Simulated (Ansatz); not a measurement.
Start from `[CH3][Mo](=[O])([F])=[S]` and change one atom or group to get `[O]=[Mo]([F])([F])=[S]`.

Ansatz, PBE0-D4/def2-TZVP geometries, multiplicity 1. 

Elements past krypton have def2 core potentials.

```tsv
property	`[CH3][Mo](=[O])([F])=[S]`
LUMO energy (PBE0/def2-TZVPP) / eV	-3.36
HOMO–LUMO gap (PBE/def2-TZVPP) / eV	2.69
HOMO–LUMO gap (B3LYP/def2-TZVPP) / eV	4.20
size of the dipole moment (ωB97M-V/def2-TZVPP) / D	2.28
HOMO energy (PBE/def2-TZVPP) / eV	-6.76
HOMO energy (ωB97M-V/def2-TZVPP) / eV	-10.11
```

(1) Give the same properties after the change, and the shifts. (Best estimate.)

Results:

(1) The calculation gave: 
```json
{"property": "LUMO energy (PBE0/def2-TZVPP) / eV", "`[O]=[Mo]([F])([F])=[S]`": "-3.57", "shift": "-0.21"}
{"property": "HOMO–LUMO gap (PBE/def2-TZVPP) / eV", "`[O]=[Mo]([F])([F])=[S]`": "2.96", "shift": "0.27"}
{"property": "HOMO–LUMO gap (B3LYP/def2-TZVPP) / eV", "`[O]=[Mo]([F])([F])=[S]`": "4.46", "shift": "0.26"}
{"property": "size of the dipole moment (ωB97M-V/def2-TZVPP) / D", "`[O]=[Mo]([F])([F])=[S]`": "0.59", "shift": "-1.69"}
{"property": "HOMO energy (PBE/def2-TZVPP) / eV", "`[O]=[Mo]([F])([F])=[S]`": "-7.19", "shift": "-0.43"}
{"property": "HOMO energy (ωB97M-V/def2-TZVPP) / eV", "`[O]=[Mo]([F])([F])=[S]`": "-10.57", "shift": "-0.46"}
```

With PBE0 the HOMO falls by 0.48 eV and the LUMO falls by 0.21 eV, so the gap widens by about 0.27 eV. PBE moves the HOMO by -0.43 eV and ωB97M-V by -0.46 eV. The zero-point energy changes by -87.0 kJ/mol with -9 modes. Dipoles are sizes alone; their direction can turn.

B3LYP here is the variant with VWN-RPA as its local correlation; programs differ in this.
